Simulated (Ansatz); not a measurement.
Total energies of `C[CH2][Ge]([CH2]C)([CH2]C)[CH2]C`.

```xyz
29

C    -1.350    0.408    2.571
C    -1.375    0.859    1.116
Ge    0.001    0.001    0.000
C     1.788    0.426    0.709
C     2.093    1.917    0.742
C    -0.155    0.670   -1.845
C     0.864    0.065   -2.801
C    -0.254   -1.951    0.020
C    -1.609   -2.394   -0.513
H    -1.511   -0.670    2.660
H    -2.124    0.902    3.165
H    -0.389    0.630    3.043
H    -1.237    1.943    1.048
H    -2.351    0.651    0.667
H     1.863   -0.003    1.713
H     2.527   -0.103    0.100
H     2.046    2.359   -0.257
H     1.378    2.460    1.368
H     3.091    2.121    1.140
H    -0.057    1.760   -1.818
H    -1.174    0.467   -2.191
H     0.764   -1.022   -2.860
H     0.752    0.456   -3.817
H     1.888    0.278   -2.484
H    -0.113   -2.298    1.049
H     0.555   -2.402   -0.564
H    -1.757   -2.077   -1.549
H    -1.722   -3.482   -0.489
H    -2.430   -1.971    0.074
```

Charge 0, multiplicity 1. Correlated methods include outer-core shells of Ge, which these sets cover unevenly. Scalar relativity is left out up to krypton. All single points use the PBE0-D4/def2-TZVP geometry. It is one conformer, not always the lowest. Basis def2-TZVPP, the Gaussian-basis code of Ansatz.

RPA on PBE orbitals: Hartree–Fock energy of these orbitals -2389.98741 Eh, correlation -2.82649 Eh (frozen core).

| functional | energy without D4 (Eh) | D4 term (kJ/mol) |
| --- | --- | --- |
| LDA (SPW92) | -2387.83455 | – |
| PBE | -2393.25179 | -72.2 |
| revPBE | -2393.76423 | -206.0 |
| BLYP | -2393.87392 | -151.4 |
| r2SCAN | -2393.82412 | -21.1 |
| B97M-V | -2393.66144 | – |
| PBE0 | -2393.37676 | -62.7 |
| B3LYP | -2394.10009 | -113.2 |
| r2SCANh | -2393.80786 | -22.3 |
| r2SCAN0 | -2393.78567 | -24.3 |
| HSE06 (plane-wave form) | -2393.35628 | -58.7 |
| BHLYP | -2393.80402 | -86.0 |
| CAM-B3LYP | -2393.96158 | -64.0 |
| LC-ωPBE | -2393.58012 | – |
| ωB97X-V | -2393.76800 | – |
| ωB97M-V | -2393.72394 | – |
| B2PLYP | -2393.35376 | – |
| PBE-QIDH | -2393.01912 | – |

B3LYP takes the VWN-RPA correlation (the form of Gaussian; ORCA's B3LYP/G). HSE06 is the plane-wave form, built on full-range PBE exchange. The double hybrids freeze the cores in their second-order part.

LC-ωPBE has ω = 0.4 bohr⁻¹.
